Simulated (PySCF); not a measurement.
Dissociation curve of MgH, doublet.

Computed with: UKS-TPSSh = unrestricted TPSSh/cc-pVTZ in PySCF; UCCSD(T) = CCSD(T) on UHF/cc-pVTZ, 1 core orbital frozen run with PySCF.

Energies relative to the lowest point of each curve near equilibrium, in kcal/mol:

```json
[
 {"R / Å": "1.32", "UKS-TPSSh": "28.8"},
 {"R / Å": "1.48", "UKS-TPSSh": "8.9"},
 {"R / Å": "1.78", "UKS-TPSSh": "0.1"},
 {"R / Å": "2.00", "UKS-TPSSh": "4.2"},
 {"R / Å": "2.38", "UKS-TPSSh": "16.2"},
 {"R / Å": "2.90", "UKS-TPSSh": "28.2"},
 {"R / Å": "3.13", "UKS-TPSSh": "31.1"},
 {"R / Å": "3.48", "UKS-TPSSh": "34.0"},
 {"R / Å": "3.85", "UKS-TPSSh": "35.9"},
 {"R / Å": "4.24", "UKS-TPSSh": "37.0"},
 {"R / Å": "4.72", "UKS-TPSSh": "37.8"},
 {"R / Å": "6.05", "UKS-TPSSh": "38.7"}
]
```

Task: Predict the corresponding UCCSD(T) column.

Result: 1.32: 28.3; 1.48: 8.7; 1.78: 0.2; 2.00: 4.9; 2.38: 17.7; 2.90: 28.9; 3.13: 30.7; 3.48: 31.7; 3.85: 31.9; 4.24: 32.0; 4.72: 32.0; 6.05: 32.0 (kcal/mol).

The unrestricted determinant behind UCCSD(T) is spin-contaminated at 2.38 to 3.13 Å (<S²> up to 0.9, against 0.75 for a pure doublet).
